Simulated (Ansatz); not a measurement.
W3N3. Charge 0, multiplicity 2. Geometry r2SCAN-D4/def2-SVP; atoms count from 1.

```xyz
6

W    -1.494   -0.038   -0.316
W     0.258   -1.609    0.091
W     0.624    1.047   -0.083
N    -0.994    1.491    0.751
N     0.335   -0.552   -1.457
N     1.272   -0.339    1.014
```

In the def2 sets W takes a core potential; there is no spin–orbit coupling. The charge 0 doublet is spin-contaminated (final ⟨S²⟩ up to 1.18, 0.75 for a pure state). No other spin state of charge 0 was run. Another isomer (doublet) lies 0.24 eV lower at PBE0-D4/def2-TZVP; other spin states weren't run for this one.

(1) Estimate the Mulliken populations from the PBE0/def2-TZVP orbitals of Ansatz.

(2) Where does the spin sit?

(3) And the Mayer bond orders between bonded heavy atoms (over 0.3)?

Results:

(1) 
```csv
atom,charge (e),spin (α − β),d electrons
W1,0.44,-0.91,4.40
W2,0.49,1.10,4.19
W3,0.78,1.06,4.14
N4,-0.58,-0.03,–
N5,-0.62,-0.03,–
N6,-0.52,-0.19,–
```
Mulliken values and Mayer orders depend strongly on the basis.

(2) Summed by element: W 1.25, N -0.25, of 1 unpaired in all. Largest on single atoms: W2 1.10, W3 1.06, W1 -0.91.

(3) W1–W2 2.09 (2.39 Å); W1–W3 1.42 (2.39 Å); W1–N4 1.32 (1.93 Å); W1–N5 0.64 (2.22 Å); W2–W3 0.52 (2.69 Å); W2–N5 1.57 (1.88 Å); W2–N6 1.56 (1.87 Å); W3–N4 1.55 (1.87 Å); W3–N5 0.75 (2.13 Å); W3–N6 1.44 (1.88 Å).
